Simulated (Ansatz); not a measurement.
Diatomic CuNi, multiplicity 4 (not the ground state: that is measured with 2S+1 = 2). No spin–orbit coupling. Ni is treated without relativity. Cu is treated without relativity.

The constants come from a fifth-degree fit in 1/R (seven points, main isotopes). Runs in def2 and cc sets follow the lowest solution found near the PBE0 minimum.

Run with Ansatz (Gaussian orbitals). 

Energies at PBE0/def2-TZVPP:

```tsv
R (Å)	E (hartree)
2.249443	-3148.30087828
2.309912	-3148.30250069
2.365544	-3148.30326334
2.428431	-3148.30347179
2.491319	-3148.30315405
2.563882	-3148.30231931
2.648538	-3148.30092784
```

Problem. With a reduced mass of 30.1646 u, find the minimum, the force constant and the constants.

Solution. A fifth-degree polynomial in 1/R puts the minimum at r_e = 2.4189 Å with force constant 60.4 N/m. Then ω_e = (1/2πc)√(k/μ) = 184 cm⁻¹ and B_e = h/(8π²cμr_e²) = 0.09551 cm⁻¹; the cubic and quartic terms give α_e = 0.00084 and ω_e x_e = 1.5 cm⁻¹.

Ansatz is a program for electronic structure.
